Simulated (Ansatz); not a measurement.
`C[N](C)[Hf]([F])([F])[F]` → `[CH2]` (triplet) + `C[NH][Hf]([F])([F])[F]`  (formal loss of a carbene)

Calculated with Ansatz (gas phase, PBE0-D4/def2-TZVP geometries, no zero-point term in ΔE). CBS: MP2 limit from def2 TZ/QZ plus the TZ coupled-cluster correction, frozen cores. This one scheme is used for every species. DFT in def2-TZVPP. HSE06 is defined as in plane-wave codes. Triplets are unrestricted, without spin–orbit coupling. def2 core potentials past Kr. For Hf outer-core shells are correlated without core-valence functions, which leaves a few kJ/mol of doubt a bond. One conformer a species, not always the lowest.

`C[N](C)[Hf]([F])([F])[F]`:

```xyz
13

C    -0.941    0.803    0.916
N     0.026    0.040    0.158
C     0.998   -0.628    0.994
Hf   -0.037   -0.146   -1.841
F     1.745   -0.491   -2.443
F    -0.825    1.448   -2.544
F    -1.151   -1.642   -2.282
H    -1.651    1.308    0.254
H    -0.451    1.578    1.520
H    -1.516    0.161    1.596
H     1.562    0.092    1.602
H     0.518   -1.340    1.679
H     1.722   -1.183    0.390
```

`[CH2]` (triplet):

Z-matrix (Å, degrees):
```
C
H 1 1.079
H 1 1.079 2 134.9
```

`C[NH][Hf]([F])([F])[F]`:

Cartesian coordinates in Å:
```
C 0.778 0.936 0.931
N 0.049 0.651 -0.292
Hf -0.766 -1.114 -0.803
F 0.619 -2.433 -0.817
F -1.590 -0.888 -2.509
F -2.009 -1.618 0.561
H 0.293 1.715 1.528
H 1.810 1.244 0.733
H 0.829 0.041 1.559
H -0.012 1.466 -0.890
```

Is it downhill or uphill in electronic energy at CCSD(T)/CBS, and by how much? (An estimate is asked.)

Ansatz gave: Uphill: ΔE = +411.0 kJ/mol.

What do these levels give: LDA (SPW92), BLYP-D4, B97M-V, r2SCANh-D4, HSE06-D4, PBE, BLYP, r2SCAN, LC-ωPBE, RPA@PBE/def2-TZVPP, MP2/def2-TZVPP, SCS-MP2/def2-QZVPP? (An estimate is asked.)

Computed: LDA (SPW92) 489.5, BLYP-D4 406.2, B97M-V 411.9, r2SCANh-D4 387.0, HSE06-D4 409.3, PBE 411.6, BLYP 389.8, r2SCAN 387.1, LC-ωPBE 396.2, RPA@PBE/def2-TZVPP 398.9, MP2/def2-TZVPP 416.2, SCS-MP2/def2-QZVPP 422.0 kJ/mol.

Largest T1 diagnostic among the species: 0.015.

The D4 term adds +12.2 kJ/mol with B3LYP and +6.6 kJ/mol with PBE0; it sums over pairs of atoms, weighted by their polarisabilities, and B3LYP, whose exchange is more repulsive, gets the larger term. From BLYP to BHLYP (50 % exact exchange), in def2-TZVPP and without D4, ΔE moves by −6.6 kJ/mol.

B3LYP here is the variant with VWN-RPA as its local correlation; programs differ in this.
